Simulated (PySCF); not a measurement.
C4H7BF2, SMILES CB(F)/C=C(/C)F.

Geometry: B3LYP-D3(BJ)/def2-SVP. The structure was generated by enumeration; whether it is a known compound was not checked. Other conformers were not sampled.

All values below come from TDA-PBE/def2-SVPD (PySCF).

Vertical excitations. The molecule is in vacuum.

| state | energy (eV) | λ (nm) | f | main pairs |
|---|---|---|---|---|
| S1 | 5.13 | 242 | 0.001 | HOMO−1→LUMO 100 % |
| S2 | 5.97 | 208 | 0.618 | HOMO→LUMO 87 % |
| S3 | 6.36 | 195 | 0.007 | HOMO→LUMO+1 100 % |
| S4 | 6.77 | 183 | 0.000 | HOMO−2→LUMO 100 % |
| S5 | 7.00 | 177 | 0.002 | HOMO→LUMO+2 100 % |
| S6 | 7.01 | 177 | 0.001 | HOMO−3→LUMO 96 % |
| T1 | 3.72 | 334 | 0 | HOMO→LUMO 98 % |
| T2 | 4.79 | 259 | 0 | HOMO−1→LUMO 100 % |
Triplets are in the Tamm–Dancoff approximation.
